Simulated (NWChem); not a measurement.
System meant: Si₂NH₆ anion

Here is an NWChem input.

```
start job
memory heap 200 mb stack 900 mb global 1100 mb
charge -1
geometry units angstroms noautoz
  Si     1.586126    -0.004171     0.067165
  N      0.000000     0.000000    -0.431210
  Si    -1.586126     0.004171     0.067165
  H      2.576573    -0.006269    -1.081758
  H      2.057378     1.178760     0.906901
  H      2.051390    -1.190041     0.906092
  H     -2.057378    -1.178760     0.906901
  H     -2.576573     0.006269    -1.081758
  H     -2.051390     1.190041     0.906092
end
basis spherical
  Si library def2-svp
  N library def2-svp
  H library def2-svp
end
dft
  xc pbe0
  iterations 4
  mulliken
end
task dft energy
```

End of the output:

```
    Atom       Charge   Shell Charges
 -----------   ------   -------------------------------------------------------
    1 Si  14    13.68   2.00  1.93  0.62  0.34  5.82  1.25  1.23  0.49
    2 N    7     7.61   1.97  0.78  0.52  2.23  2.09  0.01
    3 Si  14    13.68   2.00  1.93  0.62  0.34  5.82  1.25  1.23  0.49
    4 H    1     1.17   0.66  0.49  0.02
    5 H    1     1.18   0.66  0.49  0.02
    6 H    1     1.18   0.66  0.49  0.02
    7 H    1     1.18   0.66  0.49  0.02
    8 H    1     1.17   0.66  0.49  0.02
    9 H    1     1.18   0.66  0.49  0.02

 center of mass
 --------------
 x =   0.00000000 y =   0.00000000 z =  -0.03500724

 moments of inertia (a.u.)
 ------------------
          50.616850529195           0.000000000000           0.000000000000
           0.000000000000         641.663443093246           0.000000000000
           0.000000000000           0.000000000000         631.436487231686

     Multipole analysis of the density
     ---------------------------------

     L   x y z        total         alpha         beta         nuclear
     -   - - -        -----         -----         ----         -------
     0   0 0 0     -1.000000    -21.000000    -21.000000     41.000000

     1   1 0 0     -0.000000     -0.000000     -0.000000      0.000000
     1   0 1 0     -0.000000     -0.000000     -0.000000      0.000000
     1   0 0 1      0.153120      0.076560      0.076560     -0.000000

     2   2 0 0    -41.792240   -200.524945   -200.524945    359.257650
     2   1 1 0     -0.000000     -0.000000     -0.000000      0.000000
     2   1 0 1     -0.000000     -0.000000     -0.000000     -0.000000
     2   0 2 0    -32.001250    -26.019699    -26.019699     20.038149
     2   0 1 1     -0.000000     -0.000000     -0.000000      0.000000
     2   0 0 2    -32.422740    -28.804158    -28.804158     25.185575

 ------------------------------------------------------------------------
 dft energy failed                                                                                  0
 ------------------------------------------------------------------------
 ------------------------------------------------------------------------
  current input line :
    25: task dft energy
 ------------------------------------------------------------------------
 ------------------------------------------------------------------------
 This type of error is most commonly associated with calculations not reaching convergence criteria
 ------------------------------------------------------------------------
 For more information see the NWChem manual at https://nwchemgit.github.io

0:dft energy failed:Received an Error in Communication
```

### Question
Can this run be used? If not, why, and what is the fix?

### Answer
The run did not converge; its last values are not results. Cause: the SCF was allowed too few iterations. This input runs:
```
start job
memory heap 200 mb stack 900 mb global 1100 mb
charge -1
geometry units angstroms noautoz
  Si     1.586126    -0.004171     0.067165
  N      0.000000     0.000000    -0.431210
  Si    -1.586126     0.004171     0.067165
  H      2.576573    -0.006269    -1.081758
  H      2.057378     1.178760     0.906901
  H      2.051390    -1.190041     0.906092
  H     -2.057378    -1.178760     0.906901
  H     -2.576573     0.006269    -1.081758
  H     -2.051390     1.190041     0.906092
end
basis spherical
  * library def2-svp
end
dft
  xc pbe0
  iterations 150
  mulliken
end
task dft energy
```
It converges to -636.84457 Ha (PBE0/def2-SVP).
